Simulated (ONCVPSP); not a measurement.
Which change was made? (Ir, ONCV)

- Element: Ir (Z = 77)
- Generator: ONCVPSP 4.0.1
- Type: optimised norm-conserving Vanderbilt (ONCV)
- Functional: LDA (Perdew-Wang 92)
- Relativity: fully relativistic
- Frozen core: [Xe] 4f14
- Valence charge: 9
- Reference configuration: 5d6 (charge +3)
- Partial waves: s scattering state at 0.1 Ha: rc 2.25 bohr, ncon 5, nbas 8, qcut 2.2 1/bohr, 2 projectors, debl 2.3 Ha; p scattering state at 0.23 Ha: rc 2.20 bohr, ncon 3, nbas 6, qcut 4.3 1/bohr, 2 projectors, debl 0.3 Ha; 5d: rc 2.25 bohr, ncon 3, nbas 7, qcut 7.7 1/bohr, 2 projectors, debl 0.5 Ha
- Local potential: polynomial inside 1.50 bohr (lpopt 5, dvloc0 3 Ha)
- Core correction: polynomial model core, fcfact 0.35

Open shells are filled in proportion to 2j + 1.

In the s channel the program set the typed energies aside and used 0.050, 2.350 Ha. In the p channel the program set the typed energies aside and used 0.050, 0.350 Ha (j = l + 1/2; the other j can differ). In the d channel the program set the typed energies aside and used -1.345, 0.250 Ha (j = l + 1/2; the other j can differ).

Cutoffs, loose and tight: the cutoffs (Ha) at which the residual kinetic energy of the hardest occupied pseudo-wave falls to 1 and 0.1 mHa per electron. They do not see the model core or the augmentation charge, which bear on the density cutoff. Test errors are all-electron minus pseudo excitation energies from the reference, over the configurations 5d7 6s2; 5d7 6s1; 5d7; 5d8; variants that change the core or the reference have their own tests.

The base gives: outcome: generated, projector energies reset by the program; cutoff, loose: 18 Ha; cutoff, tight: 21 Ha; bound ghosts: p3/2, p1/2; GHOST(+) flags above zero: s; largest test error (meV): +283.

Task: After one change the result is: outcome: generated, projector energies reset by the program; cutoff, loose: 18 Ha; cutoff, tight: 21 Ha; bound ghosts: p3/2; GHOST(+) flags above zero: s, p1/2; largest test error (meV): +283. Which change was it?
A. p: qcut 3.1
B. p: qcut 4
C. p: qcut 5.4

Result: B. The others give: p: qcut 5.4 → outcome: failed: ERROR pspot: first pseudo wave function has node, program will stop | p: qcut 3.1 → outcome: generated, projector energies reset by the program; cutoff, loose: 18 Ha; cutoff, tight: 21 Ha; bound ghosts: none; GHOST(+) flags above zero: s, p3/2, p1/2; largest test error (meV): +283.
